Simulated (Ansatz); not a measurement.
Relaxation of AsH5O4Si (11 atoms, charge 0, multiplicity 1), to a largest force component of 0.015 eV/Å in at most 40 steps.

All numbers below come from RKS PBE0/def2-SVP in Ansatz 0.2.0.

```xyz
11
Properties=species:S:1:pos:R:3
O -1.175 -0.925 -0.761
Si -0.272 -0.398 0.570
O 0.800 -1.648 0.963
O -1.220 -0.082 1.910
O 0.601 1.036 0.172
As 1.661 0.631 -1.254
H -1.749 -0.085 -0.984
H 0.298 -2.418 1.155
H -1.863 0.679 1.670
H 2.788 0.085 -0.336
H 0.985 -0.756 -1.414
```

Question: Where does it end, and by what steps?

Answer: The run converged. After 12 steps the energy has fallen by 0.962 eV; H11 moved furthest, 1.19 Å.

```tsv
step	energy less start (eV)	largest force component (eV/Å)	accepted
0	0.0000	3.158	yes
1	-0.5232	1.453	yes
2	-0.7152	0.455	yes
3	-0.8109	0.207	yes
4	-0.8324	0.119	yes
5	-0.8582	0.255	yes
6	-0.9082	0.411	yes
7	-0.9417	0.181	yes
8	-0.9459	0.115	yes
9	-0.9539	0.229	yes
10	-0.9598	0.059	yes
11	-0.9614	0.023	yes
12	-0.9616	0.004	yes
```

```xyz
11
Properties=species:S:1:pos:R:3
O -1.226 -1.195 -0.671
Si -0.425 -0.424 0.546
O 0.591 -1.532 1.217
O -1.571 0.183 1.565
O 0.505 0.851 0.074
As 2.002 0.862 -0.933
H -2.069 -0.805 -0.917
H 0.263 -2.436 1.234
H -1.298 0.955 2.071
H 2.639 -0.413 -0.368
H 1.444 0.074 -2.127
```

The run took 56 s on 2 threads of Intel(R) Xeon(R) Platinum 8488C (Sapphire Rapids), on a shared host, peak memory 0.38 GiB.
